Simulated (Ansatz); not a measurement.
Input and output for `[SH][Zr]([SH])([SH])[Cl]`.

```yaml
crystal:
  periodic: [false, false, false]
  atoms:
    - {symbol: S, position_ang: [0.131551, 1.328917, 1.747383]}
    - {symbol: Zr, position_ang: [-0.429182, -0.350141, 0.099382]}
    - {symbol: S, position_ang: [0.120957, 0.532972, -2.091925]}
    - {symbol: S, position_ang: [1.030051, -2.211680, 0.596511]}
    - {symbol: Cl, position_ang: [-2.678971, -0.946904, 0.207289]}
    - {symbol: H, position_ang: [-0.943763, 2.055409, 1.373764]}
    - {symbol: H, position_ang: [0.934220, 1.438066, -1.510505]}
    - {symbol: H, position_ang: [1.835138, -1.846660, -0.421899]}
basis:
  gaussian: {orbitals: def2-mTZVPP}
hamiltonian: {xc: {name: r2SCAN50}}
accuracy: high
```

```sh
$ ansatz run in.yaml --threads 2 --pin off --events-out ev --progress --plain --max-ram 32768MiB --backend cpu
```

Output, abridged:

```
Functional definition: r2SCAN50
3079 factors; integrals over basis functions are off by at most 2.6e-8 eV
mean field evaluation 1: about -46357.8827 eV, gradient 2.7e1 eV
mean field evaluation 2: about -46356.0106 eV, gradient 4.0e1 eV
mean field evaluation 4: about -46359.9733 eV, gradient 1.4e0 eV
mean field evaluation 8: about -46359.9744 eV, gradient 3.4e-2 eV
mean field evaluation 16: about -46359.9744 eV, gradient 2.6e-5 eV
mean field -46359.97440954 eV, -1703.6976356314 hartree, gradient 3.9e-8 eV, S^2 0.000000; 0 other end points of the search recorded, 0 dependent functions left out
reference -46359.97441036 eV, -1703.6976356615 hartree; 40, 40 occupied and 116, 116 virtual orbitals, 3079 factors
Total energy: -46359.97441036 eV, -1703.6976356615 hartree
```

Run time 27 s (2 threads of an AMD EPYC 7R13 on a shared host); peak host memory 0.96 GiB.
